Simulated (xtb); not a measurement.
SrCl, SMILES [Cl][Sr+], charge +1. All values are semi-empirical tight-binding results from xtb (GFN2-xTB unless named), good for trends rather than for accurate numbers. Coordinates come from a GFN2-xTB optimisation. The spin state was assumed, not searched.

Optimised geometry:

```xyz
2

Sr     0.0000     0.0000    -0.7675
Cl     0.0000     0.0000     1.7157
```
Charge +1, spin multiplicity 1.

For metal compounds this method's bond lengths and energies can be far off.

Computed properties:
```
Item                          Result
---------------------------  -------
point group as xtb finds it      C∞v
orbital gap                  1.53 eV
```

Q: Give the atomic charges and the Wiberg bond orders between heavy atoms. (Estimate from the structure and the level; the computed values follow.)

A: charges (e) Sr1 0.76, Cl2 0.24. Bond orders Sr1–Cl2 1.73.
